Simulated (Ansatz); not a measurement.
`C[C](=S)[GeH3]` + `ClCBr` → `Cl[CH]([GeH3])Br` + `CC=S`  (formal exchange of groups at a Ge–C bond)

Gas-phase electronic energies from Ansatz, PBE0-D4/def2-TZVP geometries. CBS: MP2 limit from def2 TZ/QZ plus the TZ coupled-cluster correction, frozen cores. DFT in def2-TZVPP. For Br, Ge outer-core shells are correlated without core-valence functions, which leaves a few kJ/mol of doubt a bond. Scalar relativity is left out up to krypton.

(1) Is it downhill or uphill in electronic energy at CCSD(T)/CBS, and by how much? (An estimate is asked.)

(2) What do these levels give: PBE-D4, r2SCAN-D4, PBE0-D4, ωB97X-V, ωB97M-V, B2PLYP, HF/def2-TZVPP, SCS-MP2/def2-TZVPP, CCSD/def2-TZVPP, CCSD(T)/def2-TZVPP, HF/CBS(def2), MP2/CBS(def2)? (An estimate is asked.)

Largest T1 diagnostic among the species: 0.016.

Answers

(1) Ansatz gave: Nearly level: ΔE = +2.0 kJ/mol.

(2) Computed: PBE-D4 5.7, r2SCAN-D4 4.5, PBE0-D4 5.1, ωB97X-V 3.0, ωB97M-V 2.4, B2PLYP 4.2, HF/def2-TZVPP 4.4, SCS-MP2/def2-TZVPP 3.0, CCSD/def2-TZVPP 2.8, CCSD(T)/def2-TZVPP 2.8, HF/CBS(def2) 4.1, MP2/CBS(def2) 1.8 kJ/mol.
